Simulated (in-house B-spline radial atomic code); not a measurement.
Values are calculated unless marked as measured or tabulated.
## Al in an electron gas of r_s = 3.3: phase shifts, screening and friction

A nucleus sits in a uniform electron gas with a rigid positive background. The Kohn-Sham equations are solved self-consistently in the spin-unpolarised LDA (PW92), non-relativistic, on B-splines with outgoing waves at the boundary and partial waves to l = 8. The model has no lattice, no bands and no magnetic solution. Atomic units; δ_l are the phase shifts at the Fermi level, counted so that each bound state adds π, and good to about 0.0005.

The density parameter is r_s = 3.3 bohr.

```csv
l,δ_l (rad)
0,7.3802
1,4.2398
2,0.0613
3,0.0021
4,0.0002
5,0.0000
6,0.0001
7,0.0001
8,0.0001
```

Bound levels below the band bottom (hartree): s -54.82, s -3.616, p -2.244, s -0.04709.

**Question.** Check the Friedel sum rule, and say where the screening charge sits.

**Answer.** k_F = (9π/4)^(1/3)/r_s = 0.58156. The rule is Z = (2/π) Σ (2l + 1) δ_l. The terms are s 4.698, p 8.097, d 0.195, f 0.009 and 0.004 beyond, in all 13.004 against Z = 13. Bound states hold 6 s, 6 p, 0 d electrons, so the scattering states carry 1.00 in all; where a term is smaller than its bound count, the bound level has drawn weight out of the band.

**Question.** Find the transport cross section and the electronic stopping of a 5 keV Al ion (mass 26.98 u).

**Answer.** σ_tr = (4π/k_F²) Σ (l + 1) sin²(δ_l − δ_(l+1)). The terms for l = 0 to 3 are 0.0000, 1.4821, 0.0105, 0.0000, all together 1.4926, so σ_tr = 37.155 × 1.4926 = 55.457 bohr². With n = 3/(4π r_s³) = 0.006643, the friction coefficient is Q = n k_F σ_tr = 0.2143. For v well below v_F = 0.582, dE/dx = Q v; with 24801 eV per u at v = 1, v = √(5000/(24801 × 26.98)) = 0.0864, so dE/dx = 0.01852 hartree/bohr = 9.52 eV/nm. The largest term couples the p and d waves.
